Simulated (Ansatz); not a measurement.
CH₆B₂O (`BB(C)O`), relaxed with RKS PBE0-D4/def2-TZVP in Ansatz from a PBE-D4/def2-SVP geometry. The force threshold is 0.005 eV/Å; the program also tests the step.

Total charge 0; spin multiplicity 1.

Start:

```xyz
10

B    -0.614    1.171    0.828
B    -0.343   -0.249   -0.046
C     1.148   -0.503   -0.533
O    -1.259   -1.210   -0.405
H    -0.519    1.212    2.045
H    -0.804    2.251    0.289
H     1.932   -0.104    0.143
H     1.336   -1.584   -0.702
H     1.285    0.016   -1.508
H    -2.163   -1.000   -0.112
```

(1) By how much does the energy fall, and how many steps does the optimiser take? (Estimate.)

(2) Which bonds change most? (Best estimate.)

(3) Give the relaxed structure. (Best estimate.)

Answers

(1) Computed: 0.04 eV, in 19 steps.

(2) Ansatz gave: B1–H6 from 1.222 to 1.200 Å; B1–H5 from 1.222 to 1.201 Å; C3–H8 from 1.110 to 1.094 Å; C3–H9 from 1.113 to 1.097 Å.

(3) The calculation gave: 
```xyz
10

B    -0.620    1.177    0.819
B    -0.313   -0.235   -0.041
C     1.154   -0.513   -0.541
O    -1.243   -1.182   -0.371
H    -0.540    1.221    2.016
H    -0.858    2.222    0.279
H     1.929   -0.176    0.153
H     1.309   -1.574   -0.758
H     1.316    0.042   -1.474
H    -2.135   -0.981   -0.080
```
